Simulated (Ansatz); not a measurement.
**How methods differ on GaSiH7O (SMILES [SiH3][OH+][GaH3-])**

GaSiH7O: 10 atoms, total charge 0, spin state singlet. SMILES: `[SiH3][OH+][GaH3-]`. Geometry: relaxed at PBE0-D4/def2-TZVP.

```xyz
10

Si   -0.4847    0.6801   -1.2893
O    -0.7722   -0.2337    0.0975
Ga    0.8821   -0.5510    1.4752
H    -1.7671    0.7400   -2.0350
H     0.5560    0.0407   -2.1249
H    -0.0696    2.0132   -0.8145
H    -1.3239   -1.0148    0.0101
H     0.3066    0.1466    2.7603
H     1.8856    0.2535    0.5526
H     0.8703   -2.1256    1.3709
```

Each level gives the energy change with the Si1–H6 bond stretched from 1.475 to 2.655 Å (eV). The values are calculated.

```csv
level,kind,program,value (eV)
BLYP/6-31G* (spherical functions) (restricted),GGA,Ansatz,3.12
revPBE/6-31G* (spherical functions) (restricted),GGA,Ansatz,3.13
B3LYP/6-31G* (spherical functions) (restricted),global hybrid,Ansatz,3.40
B3LYP/6-31G* (Cartesian functions) (restricted),global hybrid,Ansatz,3.40
HSE06/6-31G* (spherical functions) (restricted),range-separated hybrid,Ansatz,3.46
PBE-QIDH/6-31G* (spherical functions) (restricted),double hybrid,Ansatz,3.69
MP2/6-31G* (spherical functions) (restricted),perturbation theory,Ansatz,3.60
BCCD(T)/6-31G* (spherical functions) (restricted),coupled cluster or CI,Ansatz,3.01
```

All-electron rows without a relativistic Hamiltonian named are non-relativistic. The first shape isn't each level's own minimum. The values span 3.01 to 3.69 eV. In the correlated wave-function rows the outer d shell of Ga is correlated, in sets not made for it.
